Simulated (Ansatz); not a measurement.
diantimony (Sb2), SMILES [Sb]#[Sb].

Geometry: B3LYP-D3(BJ)/def2-TZVP. The def2 effective core potentials stand for the cores of Sb; spin–orbit coupling is left out.

Two levels are set side by side: PBE/def2-TZVPD (Ansatz, a first-principles code) and PBE0/def2-TZVPD (Ansatz). Energy differences of separate SCF runs at the same geometry; the states with an electron removed or added have multiplicity 2 and 2. Differences are taken from unrounded values.

```tsv
quantity	PBE0	PBE	PBE minus PBE0
vertical ionisation energy (eV)	8.52	8.55	0.03
vertical electron affinity (eV)	1.17	1.01	-0.15
vertical singlet–triplet gap (eV)	1.45	1.68	0.22
```
